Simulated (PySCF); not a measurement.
A structure optimised at PBE-D3(BJ)/def2-SVP, used in a PySCF frequency run:

```
Si
O 1 1.6498
C 2 1.4191 1 124.52
H 3 1.1084 2 108.32 1 -172.61
H 3 1.1121 4 108.45 2 121.05
H 3 1.1128 4 108.52 5 117.57
O 1 1.6543 2 109.13 3 -67.05
H 7 0.9727 1 115.67 2 177.61
O 1 1.6545 2 110.01 3 173.02
H 9 0.9729 1 115.28 2 -65.76
Cl 1 2.0886 2 108.44 3 52.97
```
Charge 0, spin multiplicity 1.

Task: Write its SMILES and formula.

Result: CO[Si](O)(O)Cl, CH5ClO3Si

Task: What are its rotational constants (standard atomic weights)?

Result: 2.4117, 2.0612, 1.5758 GHz
